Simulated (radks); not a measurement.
Charge is removed step by step from the 3d level of neutral strontium, starting from [Kr] 5s2. Method: scalar-relativistic Kohn-Sham, PBE, spin-unpolarised, spherical densities, point nucleus; computed with a radial shooting solver on a logarithmic mesh with Libxc functionals.

removed (e),E - E(0) (eV),eigenvalue (eV),E minus straight line (eV)
0,0.000,-128.02,0.000
0.25,32.859,-134.99,-2.707
0.5,67.489,-142.19,-3.644
0.75,103.94,-149.58,-2.757
1,142.27,-157.16,0.000

Removing the whole electron costs 142.27 eV by Delta-SCF, against 128.02 eV from minus the eigenvalue at the starting occupation. Slater's transition state (half an electron removed) gives 142.19 eV. Integrating minus the eigenvalue over the occupation (Janak's theorem) gives 142.32 eV. In this scalar-relativistic scheme the density is built from large components alone, so the theorem holds only approximately. The mean slope of the eigenvalue, de/dn, is 29.1 eV per electron.
